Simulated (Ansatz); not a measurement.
Z-matrix (Å, degrees):
```
C
Si 1 1.860
H 1 1.092 2 110.3
H 1 1.094 2 111.0 3 119.5
H 1 1.092 2 110.7 3 -119.8
N 2 1.709 1 107.8 3 178.2
S 2 2.146 1 113.8 3 61.9
H 2 1.493 1 109.0 3 -55.1
H 6 1.006 2 121.8 1 -176.0
H 6 1.006 2 121.3 1 30.1
H 7 1.343 2 94.1 1 -95.6
```

Charge 0, multiplicity 1.

Q: List the ωB97M-V/def2-TZVPP orbital energies in eV (Ansatz). (Estimate.)

A: Computed: Occupied: -2426.31, -1807.32, -394.08, -280.91, -220.32, -163.43, -163.34, -163.25, -148.28, -102.43, -102.38, -102.37, -26.53, -22.92, -22.15, -16.99, -16.38, -14.40, -14.01, -13.36, -13.04, -11.67, -11.12, -9.87, -9.33. Lowest empty: 2.18, 2.65, 2.88, 3.07, 3.96, 4.27, 4.51, 4.66.
